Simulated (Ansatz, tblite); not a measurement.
Forces on the cluster Cs4H3 at its PBE0-D4/def2-TZVP geometry. Charge 0, multiplicity 2.

In the def2 sets Cs takes a core potential; there is no spin–orbit coupling. The xTB rows come from tblite. Another isomer (doublet) lies 0.23 eV lower at PBE0-D4/def2-TZVP; other spin states weren't run for this one.

GFN1-xTB (tblite), largest force 0.45 eV/Å:

```xyz
7
positions Å, forces eV/Å
Cs    1.767   -1.075    2.259   -0.348   -0.150   -0.219
Cs    0.569   -1.407   -2.611   -0.104   -0.067    0.297
Cs    0.615    2.173   -0.381   -0.123   -0.390    0.064
Cs   -4.237   -0.671    2.171    0.389   -0.084   -0.170
H    -0.603    0.326    1.737   -0.032    0.409    0.184
H     2.111   -0.474   -0.405    0.288    0.112   -0.027
H    -0.221    1.128   -2.770   -0.070    0.170   -0.129
```

GFN2-xTB (tblite), largest force 0.54 eV/Å:

```
Cs -0.011 0.065 -0.279
Cs -0.124 0.472 0.240
Cs 0.052 -0.298 -0.376
Cs -0.384 -0.156 0.001
H 0.231 0.135 0.094
H 0.188 -0.099 0.151
H 0.049 -0.118 0.168
```

PBE-D4/def2-TZVP (Ansatz), largest force 0.04 eV/Å:

```
Cs 0.017 -0.010 -0.015
Cs 0.005 0.003 0.008
Cs 0.007 -0.002 -0.023
Cs -0.034 -0.008 0.012
H 0.007 0.006 -0.009
H -0.012 0.009 0.012
H 0.010 0.002 0.016
```
